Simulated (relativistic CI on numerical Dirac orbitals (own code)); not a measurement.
**Sc2+ in a cubic cluster: 3p photoemission with charge transfer**

Computed with a charge-transfer multiplet model of a cubic metal-ligand cluster with up to 2 ligand holes, Slater and spin-orbit integrals from Dirac-Coulomb-Breit ions, Slater integrals scaled by 0.8. The ground state mixes d1 with configurations of k ligand holes L, whose averages lie at kΔ + k(k − 1)U_dd/2; a core hole lowers each added d electron by U_cd. 20 K, Lorentzian 0.9 eV and Gaussian 0.8 eV FWHM.

Atomic integrals in eV (Slater integrals scaled, ζ unscaled), ground: F2dd 4.710, F4dd 2.885, zeta_d 0.008; with the core hole: F2dd 4.710, F4dd 2.885, zeta_d 0.012, zeta_core 0.340, F2cd 7.734, G1cd 9.660, G3cd 5.869. Where a configuration has fewer than two d electrons, the dd integrals are those of d2.

Cluster parameters (eV): Δ = 7.1, U_dd = 4.6, U_cd = 5.7, 10Dq = 1.5, 10Dq(ligand) = 0.1, final-state hopping factor = 1.

| Case | n_d | d1 | d2L | d3L2 | S |
| --- | --- | --- | --- | --- | --- |
| V(eg) = 1.65 eV, V(t2g) = -0.8 eV | 1.19 | 0.81 | 0.18 | 0.01 | 0.50 |
| V(eg) = 2.25 eV, V(t2g) = -1.09 eV | 1.30 | 0.72 | 0.26 | 0.02 | 0.50 |
| V(eg) = 2.85 eV, V(t2g) = -1.38 eV | 1.40 | 0.64 | 0.32 | 0.04 | 0.50 |

Weights, n_d and S are thermal averages at 20 K. Binding energies count from the first peak over 30 % of the highest in each spectrum, which can be another peak from case to case. The parameters are a model scan and need not match a compound or its usual spin state. Peaks in eV (height, largest 100):
- V(eg) = 1.65 eV, V(t2g) = -0.8 eV: 0.0 (100), 1.5 (91), 6.1 (32), 8.9 (20), 11.4 (9), 14.7 (5)
- V(eg) = 2.25 eV, V(t2g) = -1.09 eV: 0.0 (100), 1.6 (85), 8.3 (19), 10.9 (19)
- V(eg) = 2.85 eV, V(t2g) = -1.38 eV: 0.0 (100), 1.5 (85), 11.5 (18)

Curve for V(eg) = 2.85 eV, V(t2g) = -1.38 eV (points under 2 left out, the grid thinned):

(E (eV), Intensity): (-4.9, 2.4), (-4.4, 3.0), (-3.9, 3.8), (-3.4, 5.2), (-3.0, 6.9), (-2.5, 10.7), (-2.0, 19.7), (-1.5, 42.4), (-1.0, 76.8), (-0.5, 94.7), (0.0, 100.0), (0.5, 86.0), (0.9, 76.0), (1.4, 84.1), (1.9, 72.1), (2.4, 44.9), (2.9, 32.4), (3.4, 23.1), (3.9, 14.9), (4.3, 11.9), (4.8, 10.2), (5.3, 9.4), (5.8, 9.1), (6.3, 9.0), (6.8, 8.3), (7.3, 7.5), (7.7, 7.3), (8.2, 7.1), (8.7, 7.4), (9.2, 9.1), (9.7, 11.9), (10.2, 13.7), (10.7, 15.1), (11.1, 17.0), (11.6, 18.1), (12.1, 17.0), (12.6, 14.8), (13.1, 10.1), (13.6, 5.8), (14.1, 3.5), (14.6, 2.6), (15.0, 2.3), (15.5, 2.1), (16.0, 2.1), (16.5, 2.0)

For the case V(eg) = 2.25 eV, V(t2g) = -1.09 eV, Δ = 7.1 eV is larger than U_dd = 4.6 eV, the Mott-Hubbard side of the Zaanen-Sawatzky-Allen scheme. With the core hole the average of the configuration with one ligand hole lies at Δ − U_cd = 1.4 eV before mixing: the effective hopping of about 5.0 eV (from the holes of the mixed ground state) is comparable with this gap or larger, so the configurations mix strongly.
